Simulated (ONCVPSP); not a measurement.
# How hard is this F (Z = 9) ONCV potential?

ONCVPSP 4.0.1 input, shortened (lines: element, Z, core and valence counts, functional; n l f; lmax; l rc ep ncon nbas qcut; lloc lpopt rc5 dvloc0; l nproj debl; icmod fcfact rcfact), PBE, non-relativistic:

```
  F 9.00    1    2        4      upf
    1    0    2.00
    2    0    2.00
    2    1    4.75
    1
    0    0.55    0.00    5    8   12.00
    1    1.85    0.00    5   10    9.10
    4    5    0.35    6.00
    0    1    2.70
    1    3    0.90
    1    0.55    0.00
```

Task: For each optimised wave give the share of its norm inside rc, the residual kinetic energy above qcut (Ha) and the cutoffs (Ha) for errors of 10, 1, 0.1 and 0.01 mHa per electron.

Result:

| wave | norm inside rc | residual KE | 10 mHa | 1 mHa | 0.1 mHa | 0.01 mHa |
| --- | --- | --- | --- | --- | --- | --- |
| 2s | 0.132 | 1.9e-02 | 189.1 | 489.8 | 573.4 | 639.5 |
| 2p | 0.897 | 8.4e-08 | 21.4 | 27.0 | 31.7 | 35.3 |
| p projector 2 | 0.114 | 1.7e-07 | 18.9 | 25.6 | 31.1 | 35.3 |
| p projector 3 | 0.146 | 7.3e-07 | 20.8 | 27.8 | 33.1 | 37.3 |

The occupied waves need 490 Ha and 573 Ha for 1 and 0.1 mHa. Its largest configuration-test error is +490 meV.
